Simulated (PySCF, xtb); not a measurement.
Be(I)(SeH) (BeHISe), SMILES [Be]([I])[SeH].

GFN2-xTB in xtb at its own geometry gives an orbital gap of 4.27 eV and a dipole moment of 2.44 D.

Geometry optimised at r2SCAN-D4/def2-TZVP. The def2 effective core potentials stand for the cores of I; spin–orbit coupling is left out. Other conformers were not sampled.

Q: What does PBE0/def2-TZVPD run with PySCF give? (An estimate is asked for; the answer gives what the named calculation found.)

A: gap 6.24 eV (levels -7.43 and -1.19 eV), dipole 0.50 D.
